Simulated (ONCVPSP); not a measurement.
**Which change was made? (Sc, ONCV)**

```json
{
  "Element": "Sc",
  "Generator": "ONCVPSP 4.0.1",
  "Type": "optimised norm-conserving Vanderbilt (ONCV)",
  "Functional": "Wu-Cohen",
  "Relativity": "scalar-relativistic",
  "Frozen core": "[Ne]",
  "Valence charge": "11",
  "Reference configuration": "3s2 3p6 3d1 (charge +2)",
  "Partial waves": "3s: rc 1.35 bohr, ncon 4, nbas 7, qcut 9.7 1/bohr, 2 projectors, debl 3 Ha; 3p: rc 1.70 bohr, ncon 4, nbas 8, qcut 7.5 1/bohr, 2 projectors, debl 0.4 Ha; 3d: rc 2.25 bohr, ncon 4, nbas 9, qcut 6.1 1/bohr, 2 projectors, debl 2.5 Ha",
  "Local potential": "polynomial inside 0.95 bohr (lpopt 5, dvloc0 6 Ha)",
  "Core correction": "Teter function fitted to the true core (icmod 2), fcfact 0.15"
}
```

In the p channel the program set the typed energies aside and used -1.797, 0.250 Ha.

Cutoffs, loose and tight: the cutoffs (Ha) at which the residual kinetic energy of the hardest occupied pseudo-wave falls to 1 and 0.1 mHa per electron. They do not see the model core or the augmentation charge, which bear on the density cutoff. Test errors are all-electron minus pseudo excitation energies from the reference, over the configurations 3s2 3p6 3d1 4s2; 3s2 3p6 3d1 4s1; 3s2 3p6 3d0; 3s2 3p6 3d0 4s2 4p1; variants that change the core or the reference have their own tests.

The base gives: outcome: generated, projector energies reset by the program; cutoff, loose: 30 Ha; cutoff, tight: 36 Ha; bound ghosts: none; GHOST(+) flags above zero: none; largest test error (meV): +260.

Question: After one change the result is: outcome: generated, projector energies reset by the program; cutoff, loose: 33 Ha; cutoff, tight: 54 Ha; bound ghosts: none; GHOST(+) flags above zero: none; largest test error (meV): +187. Which change was it?
A. all radii but the core radius scaled by about 1.10 (s 1.48, p 1.88, d 2.48 bohr); local potential polynomial inside 1.04 bohr (lpopt 5, dvloc0 6 Ha)
B. all radii but the core radius scaled by about 0.89 (s 1.20, p 1.50, d 2.00 bohr); local potential polynomial inside 0.84 bohr (lpopt 5, dvloc0 6 Ha)
C. all radii but the core radius scaled by about 1.22 (s 1.64, p 2.06, d 2.74 bohr); local potential polynomial inside 1.16 bohr (lpopt 5, dvloc0 6 Ha)

Answer: B. The others give: all radii but the core radius scaled by about 1.22 (s 1.64, p 2.06, d 2.74 bohr); local potential polynomial inside 1.16 bohr (lpopt 5, dvloc0 6 Ha) → outcome: generated, projector energies reset by the program; cutoff, loose: 26 Ha; cutoff, tight: 32 Ha; bound ghosts: none; GHOST(+) flags above zero: none; largest test error (meV): +433 | all radii but the core radius scaled by about 1.10 (s 1.48, p 1.88, d 2.48 bohr); local potential polynomial inside 1.04 bohr (lpopt 5, dvloc0 6 Ha) → outcome: generated, projector energies reset by the program; cutoff, loose: 27 Ha; cutoff, tight: 33 Ha; bound ghosts: none; GHOST(+) flags above zero: none; largest test error (meV): +335.
